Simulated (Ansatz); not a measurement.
C5H13NSe (SMILES CC(C)[Se]N(C)C), singlet, at a GFN2-xTB geometry, atoms displaced at random by about 0.08 Å a coordinate; PBE0/STO-3G, gradient in Ansatz (an electronic-structure program).

Here is a job for Ansatz.
Ansatz 0.2 input:
```yaml
crystal:
  periodic: [false, false, false]
  atoms:
    - {symbol: Se, position_ang: [0.25552403, 0.54570121, 0.61661157]}
    - {symbol: C, position_ang: [-1.69288701, 0.47443192, 0.06164203]}
    - {symbol: C, position_ang: [-2.22441589, -0.94697733, 0.24439972]}
    - {symbol: C, position_ang: [-1.55074792, 0.97697902, -1.47250569]}
    - {symbol: H, position_ang: [-2.10185878, 1.34540389, 0.48981454]}
    - {symbol: H, position_ang: [-3.34057754, -1.01859781, -0.17066015]}
    - {symbol: H, position_ang: [-1.58876917, -1.52912252, -0.34208871]}
    - {symbol: H, position_ang: [-2.15470267, -1.16231429, 1.36826880]}
    - {symbol: H, position_ang: [-1.07141774, 1.92817877, -1.72469465]}
    - {symbol: H, position_ang: [-2.63588354, 0.89264395, -1.89643380]}
    - {symbol: H, position_ang: [-1.14715889, 0.26422741, -2.11924721]}
    - {symbol: N, position_ang: [0.90055149, -0.74351078, -0.58381640]}
    - {symbol: C, position_ang: [1.49927214, -1.99313441, 0.25933643]}
    - {symbol: C, position_ang: [2.06568003, -0.04499232, -1.35905540]}
    - {symbol: H, position_ang: [1.51136146, -2.65431005, -0.50470992]}
    - {symbol: H, position_ang: [2.46535544, -1.65040756, 0.72318309]}
    - {symbol: H, position_ang: [0.52953343, -2.16069817, 0.90853715]}
    - {symbol: H, position_ang: [2.81997086, -0.12595760, -0.81478115]}
    - {symbol: H, position_ang: [2.04360399, -0.91319761, -2.16860237]}
    - {symbol: H, position_ang: [1.61729590, 0.67373318, -1.61354855]}
basis:
  gaussian:
    orbitals: STO-3G
hamiltonian:
  xc: pbe0
output: {forces: true}
```

### Question
What does Ansatz print? Leave out banner, timings and long lists.

### Answer

```
Functional definition: PBE0
799 factors; integrals over basis functions are off by at most 5.5e-5 eV
mean field evaluation 1: about -71408.3974 eV, gradient 1.2e1 eV
mean field evaluation 2: about -71408.3906 eV, gradient 1.3e1 eV
mean field evaluation 4: about -71408.9129 eV, gradient 1.0e0 eV
mean field evaluation 8: about -71408.8588 eV, gradient 1.4e-2 eV
mean field -71408.85879082 eV, -2624.2271578996 hartree, gradient 5.7e-5 eV, S^2 0.000000; 0 other end points of the search recorded, 0 dependent functions left out
the calculation of the forces begins
reference -71408.85881453 eV, -2624.2271587709 hartree; 42, 42 occupied and 19, 19 virtual orbitals, 799 factors
Total energy: -71408.85881453 eV, -2624.2271587709 hartree
Atom 0 at     0.255524     0.545701     0.616612 Å, force    -1.003678     0.930895     1.852359 eV/Å
Atom 1 at    -1.692887     0.474432     0.061642 Å, force     4.482785     0.810044    -3.953989 eV/Å
Atom 2 at    -2.224416    -0.946977     0.244400 Å, force    -4.406188     2.368518     1.876685 eV/Å
Atom 3 at    -1.550748     0.976979    -1.472506 Å, force    -5.281371    -1.251897     0.339120 eV/Å
Atom 4 at    -2.101859     1.345404     0.489815 Å, force    -1.532806     0.951660     1.943172 eV/Å
Atom 5 at    -3.340578    -1.018598    -0.170660 Å, force     2.800426    -0.076842     1.302123 eV/Å
Atom 6 at    -1.588769    -1.529123    -0.342089 Å, force     1.430444    -2.105097    -1.176099 eV/Å
Atom 7 at    -2.154703    -1.162314     1.368269 Å, force    -0.392028    -0.289417    -1.903483 eV/Å
Atom 8 at    -1.071418     1.928179    -1.724695 Å, force    -0.308613     0.322507     0.859074 eV/Å
Atom 9 at    -2.635884     0.892644    -1.896434 Å, force     1.768312     1.362338     0.864595 eV/Å
Atom 10 at    -1.147159     0.264227    -2.119247 Å, force     2.080526    -2.103974    -0.878916 eV/Å
Atom 11 at     0.900551    -0.743511    -0.583816 Å, force     0.705300    -1.166574     1.035765 eV/Å
Atom 12 at     1.499272    -1.993134     0.259336 Å, force    -4.058468     6.315616     2.298242 eV/Å
Atom 13 at     2.065680    -0.044992    -1.359055 Å, force    -3.697435   -17.956853    -2.532728 eV/Å
Atom 14 at     1.511361    -2.654310    -0.504710 Å, force     1.108889    -3.873800    -2.852879 eV/Å
Atom 15 at     2.465355    -1.650408     0.723183 Å, force    -0.919055    -1.170594     0.088638 eV/Å
Atom 16 at     0.529533    -2.160698     0.908537 Å, force     3.142558    -0.300702    -0.608801 eV/Å
Atom 17 at     2.819971    -0.125958    -0.814781 Å, force     8.983769     0.514547     5.486761 eV/Å
Atom 18 at     2.043604    -0.913198    -2.168602 Å, force     1.337660     2.995897     1.013675 eV/Å
Atom 19 at     1.617296     0.673733    -1.613549 Å, force    -6.241026    13.723727    -5.053312 eV/Å
Dipole moment:     0.031982    -0.184923    -0.074609 e Å
```
